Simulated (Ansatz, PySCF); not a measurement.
Reaction R1 + R2 → P1, each structure at its B3LYP-D3(BJ)/def2-TZVP stationary point, reached from a drawn start (curvature not checked).
R1: H3O3Si (SMILES O[Si](O)O), charge 0, multiplicity 2.
R2, CH3 (SMILES [CH3]) (charge 0, multiplicity 2):
| atom | x (Å) | y (Å) | z (Å) |
|---|---|---|---|
| C | 0.0000 | 0.0000 | 0.0001 |
| H | 1.0684 | -0.1474 | 0.0293 |
| H | -0.6611 | -0.8516 | -0.0426 |
| H | -0.4073 | 0.9990 | 0.0132 |
P1: CH6O3Si (SMILES C[Si](O)(O)O), charge 0, multiplicity 1.

P less R. No zero-point or thermal terms; singlets are restricted closed shells; open shells are unrestricted. One arrangement of each flexible species, with no search for the lowest.

Frozen-core correlation throughout.

Programs: Ansatz (a program for electronic structure) with Gaussian orbitals; PySCF for the D3/D4 terms. No computed number here is a measurement.

The comparison value is -4.332 eV (CCSD(T)/cc-pV(T+d)Z). It is a level with limits of its own, not the exact answer.

Task: Order these levels by how close they come to the comparison value for the reaction energy, closest first: BHLYP/def2-TZVPP, r2SCAN-D3(BJ)/def2-TZVPP, revPBE-D3(BJ)/def2-TZVPP, BLYP/def2-TZVPP, PBE-D4/def2-TZVPP. Give each level's value less the comparison value.

Result: PBE-D4/def2-TZVPP (0.145 eV), BHLYP/def2-TZVPP (0.209 eV), r2SCAN-D3(BJ)/def2-TZVPP (0.282 eV), revPBE-D3(BJ)/def2-TZVPP (0.303 eV), BLYP/def2-TZVPP (0.444 eV)
